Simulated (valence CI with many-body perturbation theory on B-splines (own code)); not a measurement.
## E1 line list for Hg66+

Level of theory: valence CI with perturbative core correlation (CI+MBPT): four valence electrons over a frozen Dirac-Fock core [Ne], a basis of 11 s, 11 p, 10 d, 8 f, 5 g, 2 h functions for each j, with the one-electron correlation potential Σ1, the two-electron term Σ2, the three-electron term Σ3, Breit, model QED; selected CI, second order for the rest, scaled by the run's own slope (own B-spline code, finite nucleus).

The last digits are not significant, and no measured levels were compared; by estimate large intervals hold to a few tenths of a per cent, small ones and those within an open d or f shell to about a per cent. Among the levels kept, up to 590 cm⁻¹ of a level comes from second order outside the variational space, and about a tenth of that is noise between levels of different J, which matters for small intervals.

Lines 151 to 200 of 564 in falling wavelength, among levels below 170.10 Ry, chosen from the strongest by gf and those to the six lowest levels. Wavelengths and rates use the calculated energies. Electric multipoles are in the length gauge, E1 and E2 with the static RPA response of the core. Weak lines are less certain than strong ones. Lines between different terms over intervals too small for the method are left out, as are lines whose strength nearly cancels. Where a level lies close to another of its J and parity, the split of strength between their lines is uncertain. The highest levels of a list are the least certain.

Levels are named by their leading jj configuration (3d3/2^4 stands for four electrons in 3d with j = 3/2), which in mixed levels can hold well under half, so a name can repeat and another be missing. Letters in brackets count levels of one name in rising energy.

| λ vac (nm) | Upper | Lower | A (s⁻¹) | log gf | Branch % |
| --- | --- | --- | --- | --- | --- |
| 3.262 | (3p1/2^2 3d3/2 3d5/2) J=1 | (3p1/2^2 3p3/2 3d3/2) J=1 | 1.50e+11 | -1.15 | 26.3 |
| 3.261 | (3s 3p1/2 3d5/2^2) J=3 [a] | (3s 3p1/2 3p3/2 3d5/2) J=2 [b] | 7.37e+10 | -1.08 | 8.6 |
| 3.261 | (3s 3p1/2 3p3/2 3d5/2) J=2 [d] | (3s 3p1/2 3p3/2^2) J=1 [b] | 5.10e+11 | -0.39 | 8.9 |
| 3.257 | (3s^2 3p3/2 3d5/2) J=1 | (3s^2 3p3/2^2) J=0 | 4.73e+11 | -0.65 | 75.2 |
| 3.256 | (3p1/2^2 3p3/2 3d5/2) J=3 | (3p1/2^2 3p3/2^2) J=2 | 4.23e+11 | -0.33 | 22.8 |
| 3.253 | (3s 3p1/2^2 3d5/2) J=3 | (3s 3p1/2^2 3p3/2) J=2 | 3.14e+11 | -0.46 | 84.5 |
| 3.253 | (3s 3p3/2^2 3d5/2) J=3 [b] | (3s 3p3/2^3) J=2 | 8.58e+10 | -1.02 | 1.7 |
| 3.253 | (3s^2 3d3/2 3d5/2) J=2 | (3s^2 3p3/2 3d3/2) J=1 | 3.02e+11 | -0.62 | 3.7 |
| 3.252 | (3s^2 3d3/2 3d5/2) J=2 | (3s^2 3p3/2 3d3/2) J=2 | 1.77e+11 | -0.85 | 2.2 |
| 3.249 | (3s 3p1/2 3d5/2^2) J=0 | (3s 3p1/2 3p3/2 3d5/2) J=1 [b] | 5.18e+11 | -1.09 | 49.9 |
| 3.249 | (3s^2 3p1/2 3d5/2) J=2 | (3s^2 3p1/2 3p3/2) J=1 | 4.27e+11 | -0.47 | 87.4 |
| 3.248 | (3p1/2^2 3p3/2 3d5/2) J=2 | (3s 3p1/2 3p3/2 3d3/2) J=2 [a] | 1.44e+11 | -0.94 | 9.7 |
| 3.248 | (3s 3p1/2 3p3/2 3d5/2) J=1 [c] | (3s 3p1/2 3p3/2^2) J=1 [a] | 3.75e+11 | -0.75 | 25.8 |
| 3.243 | (3s 3p1/2 3d3/2 3d5/2) J=4 [a] | (3s 3p1/2 3p3/2 3d3/2) J=3 [a] | 3.14e+11 | -0.35 | 73.2 |
| 3.238 | (3s 3p1/2 3d3/2 3d5/2) J=4 [c] | (3s 3p1/2 3p3/2 3d3/2) J=3 [c] | 1.35e+11 | -0.72 | 2.2 |
| 3.238 | (3p1/2^2 3d3/2 3d5/2) J=3 | (3p1/2^2 3p3/2 3d3/2) J=2 | 1.95e+11 | -0.67 | 39.3 |
| 3.236 | (3s 3p1/2 3p3/2 3d5/2) J=2 [b] | (3s 3p1/2 3p3/2^2) J=3 | 1.21e+11 | -1.02 | 5.7 |
| 3.234 | (3s 3p3/2^2 3d5/2) J=2 [a] | (3s 3p3/2^3) J=2 | 5.51e+11 | -0.36 | 19.7 |
| 3.232 | (3s 3p1/2 3d5/2^2) J=2 [a] | (3s 3p1/2 3p3/2 3d5/2) J=3 [a] | 1.24e+11 | -1.01 | 13.2 |
| 3.229 | (3s 3p1/2 3p3/2 3d5/2) J=2 [c] | (3s 3p1/2 3p3/2^2) J=1 [a] | 4.44e+11 | -0.46 | 21.9 |
| 3.228 | (3s 3p1/2 3p3/2 3d5/2) J=3 [a] | (3s 3p1/2 3p3/2^2) J=2 [a] | 4.89e+11 | -0.27 | 73.8 |
| 3.227 | (3s 3p1/2 3p3/2 3d5/2) J=3 [d] | (3s 3p1/2 3p3/2^2) J=2 [b] | 5.52e+11 | -0.22 | 16.3 |
| 3.226 | (3s 3p1/2 3d3/2 3d5/2) J=2 [c] | (3s 3p1/2 3p3/2 3d3/2) J=1 [b] | 2.81e+11 | -0.66 | 5.3 |
| 3.223 | (3s 3p1/2 3d5/2^2) J=3 [a] | (3s 3p1/2 3p3/2 3d5/2) J=4 [b] | 8.32e+10 | -1.04 | 9.7 |
| 3.222 | (3s 3p1/2 3d3/2 3d5/2) J=3 [a] | (3s 3p1/2 3p3/2 3d3/2) J=2 [a] | 4.01e+11 | -0.36 | 75.1 |
| 3.221 | (3s^2 3d3/2 3d5/2) J=1 | (3s^2 3p3/2 3d3/2) J=0 | 2.41e+11 | -0.95 | 3.1 |
| 3.220 | (3s 3p1/2 3p3/2 3d5/2) J=2 [c] | (3s 3p1/2 3p3/2^2) J=2 [b] | 1.78e+11 | -0.86 | 8.8 |
| 3.219 | (3s 3p1/2 3p3/2 3d5/2) J=1 [b] | (3s 3p1/2 3p3/2^2) J=0 | 2.71e+11 | -0.90 | 17.3 |
| 3.219 | (3s 3p1/2 3d3/2 3d5/2) J=5 | (3s 3p1/2 3p3/2 3d3/2) J=4 | 3.72e+11 | -0.20 | 87.3 |
| 3.214 | (3s 3p1/2 3d5/2^2) J=1 [b] | (3s 3p1/2 3p3/2 3d5/2) J=2 [c] | 2.34e+11 | -0.96 | 18.4 |
| 3.212 | (3s^2 3d3/2 3d5/2) J=1 | (3s^2 3p3/2 3d3/2) J=1 | 2.26e+11 | -0.98 | 2.9 |
| 3.206 | (3p1/2^2 3d3/2 3d5/2) J=1 | (3p1/2^2 3p3/2 3d3/2) J=0 | 1.59e+11 | -1.13 | 28.0 |
| 3.201 | (3s 3p1/2 3d3/2 3d5/2) J=1 [a] | (3s 3p1/2 3p3/2 3d3/2) J=1 [a] | 1.97e+11 | -1.04 | 31.8 |
| 3.200 | (3s^2 3d3/2 3d5/2) J=4 | (3s^2 3p3/2 3d3/2) J=3 | 4.90e+11 | -0.17 | 8.0 |
| 3.200 | (3p1/2^2 3d5/2^2) J=0 | (3p1/2^2 3p3/2 3d5/2) J=1 | 6.21e+11 | -1.02 | 59.5 |
| 3.197 | (3s 3p3/2^2 3d5/2) J=2 [c] | (3s 3p3/2^3) J=1 | 9.59e+11 | -0.13 | 11.2 |
| 3.196 | (3s 3p1/2 3d5/2^2) J=1 [b] | (3s 3p1/2 3p3/2 3d5/2) J=1 [c] | 1.76e+11 | -1.09 | 13.9 |
| 3.196 | (3s 3p1/2 3d3/2 3d5/2) J=4 [b] | (3s 3p1/2 3p3/2 3d3/2) J=4 | 6.23e+10 | -1.07 | 7.9 |
| 3.190 | (3s 3p1/2 3d5/2^2) J=3 [a] | (3s 3p1/2 3p3/2 3d5/2) J=3 [b] | 3.57e+11 | -0.42 | 41.6 |
| 3.187 | (3p1/2^2 3d5/2^2) J=4 | (3p1/2^2 3p3/2 3d5/2) J=4 | 1.40e+11 | -0.72 | 18.2 |
| 3.182 | (3s 3p1/2 3d3/2 3d5/2) J=2 [a] | (3s 3p1/2 3p3/2 3d3/2) J=1 [a] | 2.36e+11 | -0.75 | 18.1 |
| 3.178 | (3s 3p1/2 3d3/2 3d5/2) J=1 [a] | (3s 3p1/2 3p3/2 3d3/2) J=0 [a] | 2.54e+11 | -0.94 | 41.0 |
| 3.177 | (3s^2 3d5/2^2) J=0 | (3s^2 3p3/2 3d5/2) J=1 | 1.11e+12 | -0.78 | 93.3 |
| 3.170 | (3s 3p1/2 3d5/2^2) J=2 [b] | (3s 3p1/2 3p3/2 3d5/2) J=2 [b] | 2.54e+11 | -0.72 | 21.2 |
| 3.169 | (3s^2 3p3/2 3d5/2) J=3 | (3s^2 3p3/2^2) J=2 | 8.68e+11 | -0.04 | 99.7 |
| 3.159 | (3s 3p1/2 3d3/2 3d5/2) J=4 [c] | (3s 3p1/2 3p3/2 3d3/2) J=3 [b] | 3.05e+11 | -0.39 | 5.0 |
| 3.154 | (3s 3p1/2 3d5/2^2) J=2 [a] | (3s^2 3d3/2^2) J=2 | 1.87e+11 | -0.86 | 19.8 |
| 3.153 | (3p1/2^2 3d5/2^2) J=2 | (3p1/2^2 3p3/2 3d5/2) J=2 | 3.36e+11 | -0.60 | 38.2 |
| 3.146 | (3s 3p1/2 3d5/2^2) J=5 | (3s 3p1/2 3p3/2 3d5/2) J=5 | 2.05e+11 | -0.48 | 30.6 |
| 3.144 | (3s 3p1/2 3p3/2 3d5/2) J=4 [c] | (3s 3p1/2 3p3/2^2) J=3 | 3.26e+11 | -0.36 | 14.0 |
